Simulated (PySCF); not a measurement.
C5H10N2O2Si.
Z-matrix (Å and degrees, GFN2-xTB geometry), rows numbered from 1:
```
C 
O   1  1.4063
Si  2  1.6199  1  128.40
N   3  1.7191  2  110.59  1  -175.99
O   3  1.6242  2  108.51  1   -53.69
N   3  1.7581  2  110.26  1    66.07
C   6  1.3687  3  128.04  2  -127.23
C   7  1.3620  6  109.63  3   178.87
C   8  1.4137  7  106.84  6     0.15
C   9  1.3616  8  106.77  7    -0.06
H   1  1.0901  2  107.42  3   179.15
H   1  1.0908  2  110.35  3    59.50
H   1  1.0921  2  110.56  3   -61.21
H   4  1.0061  3  117.54  2   -76.38
H   4  1.0068  3  117.48  2    57.40
H   5  0.9531  3  119.64  2  -173.06
H   7  1.0723  6  120.40  3    -0.41
H   8  1.0729  7  126.73  6  -179.72
H   9  1.0728  8  126.55  7  -179.96
H  10  1.0724  6  120.12  3     0.54
```

Definitions: NICS(0) = −σiso at the ring centroid; NICS(1) = −σiso and NICS(1)zz = −σzz at ±1 Å along the ring normal z. Level: GIAO PBE0/pcSseg-1 (PySCF, non-relativistic, gas phase) on the GFN2-xTB geometry, one conformer.

Ring bond lengths (Å), with Mayer bond orders in brackets: N6–C7 1.369 (1.14), C7–C8 1.362 (1.55), C8–C9 1.414 (1.33), C9–C10 1.362 (1.55), C10–N6 1.369 (1.14).

Problem. What do the NICS probes read (ppm)?

Solution. 
```
           ring                                               type  NICS(0)  NICS(1), two faces  NICS(1)zz, two faces  rms pucker (Å)  centre to ring atoms, mean (Å)
N6–C7–C8–C9–C10  5-membered ring with N; formal bonds all aromatic    -13.3       -11.3 / -11.2         -30.0 / -30.1            0.00                            1.17
```

Problem. What do they say, and how far can they be read as aromaticity?

Solution. 
- N6–C7–C8–C9–C10: mean NICS(1)zz -30.1 ppm, shielded. For a flat ring without four-coordinate atoms the NICS criterion counts such a value as aromatic.

Problem. And the bond-length index? HOMA = 1 − mean of α(R − Ropt)² over the ring bonds, with Krygowski's 1993 parameters (CC: Ropt 1.388 Å, α 257.7 Å⁻²; CN: Ropt 1.334 Å, α 93.52 Å⁻²).

Solution. 
- N6–C7–C8–C9–C10: HOMA 0.85; the largest term is that of C9–C10, α(R − Ropt)² = 0.18. The geometric and the magnetic index point the same way.

Problem. What field does 9.4 T along the ring normal induce along that normal at the first NICS(1) probe listed for ring N6–C7–C8–C9–C10, 1 Å off the ring?

Solution. NICSzz × B0 = -30.0 ppm × 9.4 T = -282 μT, against the applied field.
